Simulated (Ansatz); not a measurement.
Basis-set extrapolation for `B[SiH](C)BF` (PBE0-D4/def2-TZVP geometry, frozen core, Ansatz). Multiplicity 1, RHF reference.

```json
{"": "HF", "def2-TZVPP": "-479.781113", "def2-QZVPP": "-479.798677"}
{"": "MP2 correlation", "def2-TZVPP": "-0.744299", "def2-QZVPP": "-0.801252"}
{"": "CCSD(T) correlation", "def2-TZVPP": "-0.829861", "def2-QZVPP": "not run"}
```

Energies in hartree. Use E(X) = E(∞) + A·exp(−7.88·√X) for Hartree–Fock and E(X) = E(∞) + B·X^(−2.97) for correlation, with X = 3 and 4, and add CCSD(T) minus MP2 of the smaller set to the MP2 limit.

Q: What is the CCSD(T) energy at the basis-set limit?

A: HF limit: -479.798677 + (-0.017564) × 0.13774 = -479.80110. MP2 limit: -0.801252 + (-0.056953) × 0.74074 = -0.84344. Higher-order term: -0.829861 − (-0.744299) = -0.08556. Total: -480.73010 hartree, 312.8 kJ/mol below CCSD(T)/def2-TZVPP.
